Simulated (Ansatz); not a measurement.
C3H9O3Si (SMILES CO[Si](C)([O])OC), doublet, at a GFN2-xTB geometry; R2SCAN/6-31G in Ansatz (a quantum-chemistry and plane-wave program).

Input for Ansatz:
Ansatz 0.2 input:
```yaml
crystal:
  periodic: [false, false, false]
  atoms:
    - {symbol: C, position_ang: [2.59041717, -0.43015737, 0.21283822]}
    - {symbol: O, position_ang: [1.29001178, -0.35706475, 0.70058504]}
    - {symbol: Si, position_ang: [-0.01592990, -0.09844419, -0.23473829]}
    - {symbol: C, position_ang: [-0.01923305, 1.94632614, -0.21150278]}
    - {symbol: O, position_ang: [-0.11813903, -0.40803273, -1.72964782]}
    - {symbol: O, position_ang: [-1.18007409, -0.36298798, 0.87069506]}
    - {symbol: C, position_ang: [-2.53470170, -0.44244735, 0.56579521]}
    - {symbol: H, position_ang: [3.15906055, -1.08992391, 0.87110618]}
    - {symbol: H, position_ang: [2.61378923, -0.82099755, -0.80498669]}
    - {symbol: H, position_ang: [3.05406604, 0.56103127, 0.22325465]}
    - {symbol: H, position_ang: [-0.94864208, 2.23880866, -0.67009650]}
    - {symbol: H, position_ang: [0.83712847, 2.24309092, -0.79307905]}
    - {symbol: H, position_ang: [0.05170204, 2.22047767, 0.82805768]}
    - {symbol: H, position_ang: [-3.00458209, -1.10470425, 1.29558429]}
    - {symbol: H, position_ang: [-2.99727137, 0.54652023, 0.63999851]}
    - {symbol: H, position_ang: [-2.69551594, -0.83372921, -0.43934515]}
basis:
  gaussian:
    orbitals: 6-31G
hamiltonian:
  xc: r2scan
magnetization: {spin_polarized: true, initial_magnetization: 1}
```

Output, abridged:

```
Functional definition: r2SCAN
1035 factors; integrals over basis functions are off by at most 1.9e-4 eV
mean field evaluation 1: about -17250.7876 eV, gradient 6.0e1 eV
mean field evaluation 2: about -17199.9028 eV, gradient 1.1e2 eV
mean field evaluation 4: about -17264.9646 eV, gradient 1.3e1 eV
mean field evaluation 8: about -17265.5872 eV, gradient 5.2e-1 eV
mean field evaluation 16: about -17265.5612 eV, gradient 7.6e-4 eV
mean field evaluation 32: about -17264.2940 eV, gradient 1.8e-1 eV
mean field evaluation 64: about -17264.2948 eV, gradient 3.8e-1 eV
mean field evaluation 96: about -17264.2796 eV, gradient 5.8e-1 eV
mean field -17265.56118283 eV, -634.4976704513 hartree, gradient 5.1e-5 eV, S^2 0.757858; 6 other end points of the search recorded, 0 dependent functions left out
reference -17265.56119372 eV, -634.4976708514 hartree; 33, 32 occupied and 52, 53 virtual orbitals, 1035 factors
Total energy: -17265.56119372 eV, -634.4976708514 hartree
```
